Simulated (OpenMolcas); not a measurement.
# Mn4+: moving or changing the point charges

Mn4+ among 6 point charges of -2 e arranged as an octahedron (Oh), 1.97 Å from the ion.

| Quantity | Value |
| --- | --- |
| Program | OpenMolcas |
| Method | CASSCF |
| Basis | ANO-RCC-VDZP [5s4p2d1f] |
| Scalar Hamiltonian | DKH2, point nucleus |
| Active space | 3 electrons in 5 orbitals (3d) |
| State averaging | 2S+1 = 4 even, 10 roots; 2S+1 = 2 even, 40 roots |
| Spin-orbit coupling | RASSI with atomic mean-field integrals over the reference wave functions |

Runs around this geometry, states (labels of O, the rotations of Oh). Energies in cm-1 above the lowest state or level, χT in cm3 K/mol; 10Dq and B are least-squares fits to the states below 45000 cm-1, weighted by degeneracy, with a free offset, and given where the rms deviation is under 5 % of |10Dq| (or 100 cm-1) and under 700 cm-1.

| R (Å) | q (e) | Ground state | First state of that spin | 10Dq | B (rms of fit) | First gap with spin-orbit (degeneracies) | χT at 300 K | First state of another spin |
| --- | --- | --- | --- | --- | --- | --- | --- | --- |
| 1.97 | -1 | 4A2 | 4T2 1375 | 1412 | 1331 (36) | 1354 (4, 4) | 1.058 | 2E 21586 |
| 1.8 | -2 | 4A2 | 4T2 4211 |  |  | 4096 (4, 2) | 1.537 | 2E 22582 |
| 1.97 | -2 | 4A2 | 4T2 2718 | 2842 | 1331 (65) | 2632 (4, 2) | 1.377 | 2E 22209 |
| 2.12 | -2 | 4A2 | 4T2 1902 | 1969 | 1332 (45) | 1849 (4, 2) | 1.216 | 2E 21881 |

Taking the first state of the same spin as R^-n, n = -ln(1902 / 4211) / ln(2.12 / 1.8) = 4.9 between the shortest and longest distance.

Scaling the charges by -1 / -2 = 0.50 scales |10Dq| by 1412 / 2842 = 0.50; with fixed orbitals a first-order splitting would follow the charge.

Without dynamic correlation the repulsion within the d shell is too large (B by tens of per cent), so at a given field states of lower spin stand too high. This field is weak: 10Dq is about 1412 cm-1, while octahedral complexes of 3d ions of charge 3 and more, computed by the same method with explicit ligands, had a median near 15000 cm-1. Ground spin and moment need not be those of a real site (figures for R = 1.97, q = -1; the like holds for R = 1.8, q = -2, R = 1.97, q = -2, R = 2.12, q = -2). The ground term spreads over less than 5000 cm-1, several times less than with real ligands, so orbital moments are less quenched and χT lies further from the spin-only value than at real sites (holds for R = 1.97, q = -1; R = 1.97, q = -2; R = 2.12, q = -2). Point charges carry no covalency, so the field is a model and not that of real ligands. No measured value stands beside these numbers.
